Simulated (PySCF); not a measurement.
GaI3, SMILES [I][Ga]([I])[I].

Geometry: B3LYP-D3(BJ)/def2-SVP. The isomer is the one that the SMILES or the coordinates give; other isomers of the formula were not compared. The def2 effective core potentials stand for the cores of I; spin–orbit coupling is left out.

Method: PBE/def2-TZVP (PySCF).

Computed frontier levels, gap, dipole moment and polarisability:
```
Quantity                                                                                                          Value
---------------------------------------------------------------------------------------------  ------------------------
highest occupied level                                                                                         -6.65 eV
lowest empty level                                                                                             -3.46 eV
orbital gap                                                                                                     3.18 eV
dipole moment                                                                                                    0.00 D
quadrupole, principal values (traceless, Buckingham form, about the centre of nuclear charge)    -0.06, -0.06, 0.12 D·Å
mean static polarisability                                                                       136.3 bohr³ (20.20 Å³)
polarisability, principal values                                                               85.0, 162.0, 162.0 bohr³
```
